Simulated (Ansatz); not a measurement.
VO3 was relaxed with PBE0-D4 (def2-TZVP) in Ansatz in these states: charge +1 singlet, neutral doublet, neutral quartet. The geometries follow in no particular order.

A:

Cartesian coordinates in Å:
```
V -0.3911 0.1490 0.6001
O 0.9403 -0.7934 -0.0173
O -1.6124 0.0882 -0.3105
O 1.0632 0.5563 -0.2723
```

B:

```xyz
4

V    -0.122   -0.542    0.164
O     0.237    1.458    0.285
O     0.036   -2.086    0.487
O    -0.152    1.170   -0.936
```

C:

```xyz
4

V     0.104   -0.316   -0.542
O     0.894    0.402    0.894
O    -0.839    0.414   -1.570
O    -0.158   -0.500    1.218
```

Task: Judge from the bond lengths which geometry belongs to which state (an estimate).

Result: A is the charge +1 singlet (V1–O2 1.744 Å, V1–O4 1.744 Å, O2–O4 1.379 Å); B is the neutral quartet (V1–O2 2.036 Å, V1–O4 2.036 Å, O2–O4 1.313 Å); C is the neutral doublet (V1–O2 1.789 Å, V1–O4 1.789 Å, O2–O4 1.423 Å).

A triplet lies near this restricted singlet, and broken spin symmetry wasn't tried. At PBE0-D4/def2-TZVP a doublet lies 0.78 eV below the neutral quartet. These are the stationary points nearest to one start from a short search; other shapes may lie lower in each state.
